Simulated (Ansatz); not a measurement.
CH5GaO3 (`O[CH2][Ga]([OH])[OH]`) from Hartree–Fock to CCSD(T)

```
atom    x (Å)    y (Å)    z (Å)
  O1  -0.1779  -1.5360  -1.4494
  C2  -0.8773  -0.9315  -0.3789
 Ga3   0.2316   0.4728   0.4571
  O4   1.4794   1.0341  -0.6957
  O5   0.2669   1.3130   2.0307
  H6   0.3549  -0.8723  -1.8963
  H7  -1.8324  -0.5000  -0.7099
  H8  -1.1217  -1.7159   0.3410
  H9   2.0618   1.7209  -0.3661
 H10  -0.3852   1.0150   2.6675
```

The species carries charge 0 and has multiplicity 1. Correlated methods include outer-core shells of Ga, which these sets cover unevenly. Scalar relativity is left out up to krypton. All single points use the PBE0-D4/def2-TZVP geometry. It is one conformer, not always the lowest. Frozen core, restricted reference, Ansatz 0.2.0.

```csv
basis,HF (Eh),MP2 corr.
def2-SVP,-2188.19792,-0.91953
def2-TZVPP,-2188.78232,-1.12908
def2-QZVPP,-2188.83568,-1.44765
```

Question: Estimate the CCSD correlation energy and the (T) correction in each basis where they were run (hartree).

Answer: 
```json
{"basis": "def2-SVP", "CCSD corr.": "-0.93527", "(T)": "-0.02437"}
{"basis": "def2-TZVPP", "CCSD corr.": "-1.13644", "(T)": "-0.04348"}
```
